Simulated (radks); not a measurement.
Eu XIII, configuration [Kr] 4d10 4f3 5s2. All-electron calculation, non-relativistic Kohn-Sham, PBE, spin-polarised, spherical densities, point nucleus; open shells are filled with parallel spins first (spin-orbit coupling, left out, can overturn this in heavy ions); relativity is left out, which matters for an element this heavy. Program: a radial shooting solver on a logarithmic mesh with Libxc functionals. Some entries of the table are withheld. Estimate them.

orbital  occ.  eigenvalue (eV)  <1/r> (bohr^-1)
1s down     1        -45778.37            62.46
1s up       1        -45778.37            62.46
2s up       1        -7454.084            14.50
2s down     1        -7454.036            14.50
2p up       3        -7096.475            14.53
2p down     3        -7096.453            14.53
3s up       1        -1816.376            5.457
3s down     1        -1814.485            5.461
3p up       3        -1658.006            5.395
3p down     3        -1656.283            5.399
3d up       5        -1362.840            5.290
3d down     5        -1361.596            5.294
4s up       1        -532.9039            2.364
4s down     1        -529.5200            2.362
4p up       3        -470.7421            2.279
4p down     3        -467.3797            2.276
4d up       5        -359.7982            2.099
4d down     5        -356.4687            2.096
4f up       3        -222.5394            1.769
5s up       1              (1)            1.110
4f down     0        -219.2180            1.763
5s down     1              (2)            1.103
5p up       0        -197.3808            1.051
5p down     0        -195.8806            1.043
6s up       0        -121.4448           0.6497
6s down     0        -120.8851           0.6470

Answer. 
(1) 5s up eigenvalue (eV): -219.6921
(2) 5s down eigenvalue (eV): -218.0307
